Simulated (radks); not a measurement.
Coherent X-ray form factor from a spherical all-electron density. All-electron calculation, scalar-relativistic Kohn-Sham, PBE, spin-unpolarised, spherical densities, finite nucleus; Fermi nuclear charge, rms radius of each element as measured or else 0.836 A^(1/3) + 0.57 fm. Program: a radial shooting solver on a logarithmic mesh with Libxc functionals.

sin(theta)/lambda (1/angstrom)  f0 (electrons)
0.05                                    69.009
0.1                                     66.504
0.15                                    63.326
0.2                                     59.964
0.25                                    56.569
0.3                                     53.203
0.4                                     46.847
0.5                                     41.324
0.6                                     36.661
0.8                                     29.315
1                                       23.965
1.25                                    19.498
1.5                                     16.728
2                                       13.217

The species is in the configuration that NIST lists as its ground one. Which atom or ion scatters so?

Answer. The lutetium ion Lu+, [Xe] 4f14 6s2. Extrapolating in s^2 from the first two rows gives f0(0) = 69.8, near the electron count 70; among species with that count, the fall with angle is slower the higher Z, and the table is that of Z = 71; from so few rows the species is fixed only to a neighbour or two.
